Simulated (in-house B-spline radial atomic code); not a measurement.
**TDHF excitations of Ca⁸⁺**

Method: TDHF. Computed with a B-spline radial code for spherical atoms: linear response of the closed shell [Ne] 3s2 with bare exchange (time-dependent Hartree-Fock); non-relativistic, point nucleus, no spin-orbit coupling, no double excitations, S, P, D and F terms only.

Command:
```bash
python run_td.py task.json out
```
Settings (radii: box in bohr, nucleus in fm):
```
Z                        20
electrons                12
configuration            [Ne] 3s2
hamiltonian              nr
method                   hf
box_radius               11.59
intervals                50
```

Cost of the run: 0.3 s on 1 thread of Arm Neoverse N1, on a shared host.

The lowest states, in the order of their Tamm-Dancoff energies; the method's threshold (minus the highest occupied level) is 185.63 eV. Labels give the largest channel, * marks a mixed state, and oscillator strengths are full-response dipole values. Energies in eV:

| state | full response | Tamm-Dancoff | oscillator strength |
| --- | --- | --- | --- |
| 3s → 3p 3P | 14.819 | 15.793 | - |
| 3s → 3p 1P | 25.594 | 26.269 | 1.04 |
| 3s → 3d 3D | 48.65 | 48.72 | - |
| 3s → 3d 1D | 53.11 | 53.17 | - |
| 3s → 4s 3S | ? | ? | - |
| 3s → 4s 1S | ? | ? | - |
| 3s → 4p 3P | 100.68 | 100.69 | - |
| 3s → 4p 1P | 101.61 | 101.64 | 0.269 |
| 3s → 4d 3D | 111.48 | 111.49 | - |
| 3s → 4d 1D | 111.95 | 111.95 | - |

Where does 3s → 4s 3S lie?

At 92.14 eV in full response, 92.16 eV in Tamm-Dancoff.

Where does 3s → 4s 1S lie?

At 94.42 eV in full response, 94.45 eV in Tamm-Dancoff.

How large is the singlet-triplet splitting of 3s → 3p (P terms) in Tamm-Dancoff?

10.5 eV, from the unrounded values.

What polarisabilities and dispersion coefficient does the method give?

Dipole 1.223 bohr³, quadrupole 0.6377 bohr⁵, C6 1.134 hartree·bohr⁶ for two such species.
